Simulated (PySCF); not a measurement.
Electronic structure of Ge⁺ (germanium, charge +1) at the PBE0 level

Configuration: [Ar] 3d10 4s2 4p1, 2P determinant. Calculation: PySCF 2.14, in 6-31G* (5s4p3d, 32 functions); no relativity, point nucleus.

```
Total energy                                                  : -2076.083 hartree
One-electron energy                                           : -2882.451 hartree
Hartree (Coulomb) energy                                      : 884.814 hartree
Exchange-correlation energy                                   : -78.446 hartree
Kinetic energy                                                : 2073.23895 hartree
⟨S²⟩                                                          : 0.7529
⟨L²⟩                                                          : 2.009
Sum of ⟨r⟩                                                    : 20.83 bohr
Sum of ⟨r²⟩                                                   : 28.40 bohr²
Traceless quadrupole moment −½Σ⟨3z² − r²⟩ along its main axis : -2.92 e·bohr²
Density at the nucleus (Gaussians lack the cusp)              : 21200 bohr⁻³
Spin density at the nucleus                                   : -0.0215 bohr⁻³
Langevin diamagnetic susceptibility                           : -22.5 ×10⁻⁶ cm³/mol
Time after the integrals                                      : 0.4 s of wall time on 1 thread of Neoverse-V1 (shared host)
```

```json
{"shell": "1s α", "electrons": "1", "mean orbital energy (hartree)": "-399.45694", "spread (hartree)": "0", "rms radius, mean of both spins (bohr)": "0.0554"}
{"shell": "1s β", "electrons": "1", "mean orbital energy (hartree)": "-399.45547", "spread (hartree)": "0", "rms radius, mean of both spins (bohr)": "0.0554"}
{"shell": "2s α", "electrons": "1", "mean orbital energy (hartree)": "-50.30507", "spread (hartree)": "0", "rms radius, mean of both spins (bohr)": "0.231"}
{"shell": "2s β", "electrons": "1", "mean orbital energy (hartree)": "-50.30462", "spread (hartree)": "0", "rms radius, mean of both spins (bohr)": "0.231"}
{"shell": "2p α", "electrons": "3", "mean orbital energy (hartree)": "-44.78900", "spread (hartree)": "0.00244", "rms radius, mean of both spins (bohr)": "0.205"}
{"shell": "2p β", "electrons": "3", "mean orbital energy (hartree)": "-44.78774", "spread (hartree)": "0.00525", "rms radius, mean of both spins (bohr)": "0.205"}
{"shell": "3s α", "electrons": "1", "mean orbital energy (hartree)": "-6.66423", "spread (hartree)": "0", "rms radius, mean of both spins (bohr)": "0.680"}
{"shell": "3s β", "electrons": "1", "mean orbital energy (hartree)": "-6.66200", "spread (hartree)": "0", "rms radius, mean of both spins (bohr)": "0.680"}
{"shell": "3p α", "electrons": "3", "mean orbital energy (hartree)": "-4.81650", "spread (hartree)": "0.01052", "rms radius, mean of both spins (bohr)": "0.706"}
{"shell": "3p β", "electrons": "3", "mean orbital energy (hartree)": "-4.81366", "spread (hartree)": "0.01727", "rms radius, mean of both spins (bohr)": "0.706"}
{"shell": "3d α", "electrons": "5", "mean orbital energy (hartree)": "-1.59065", "spread (hartree)": "0.01269", "rms radius, mean of both spins (bohr)": "0.824"}
{"shell": "3d β", "electrons": "5", "mean orbital energy (hartree)": "-1.58741", "spread (hartree)": "0.01835", "rms radius, mean of both spins (bohr)": "0.824"}
{"shell": "4s α", "electrons": "1", "mean orbital energy (hartree)": "-0.77862", "spread (hartree)": "0", "rms radius, mean of both spins (bohr)": "2.22"}
{"shell": "4s β", "electrons": "1", "mean orbital energy (hartree)": "-0.73644", "spread (hartree)": "0", "rms radius, mean of both spins (bohr)": "2.22"}
{"shell": "4p α", "electrons": "1", "mean orbital energy (hartree)": "-0.47474", "spread (hartree)": "0", "rms radius, mean of both spins (bohr)": "2.73"}
```
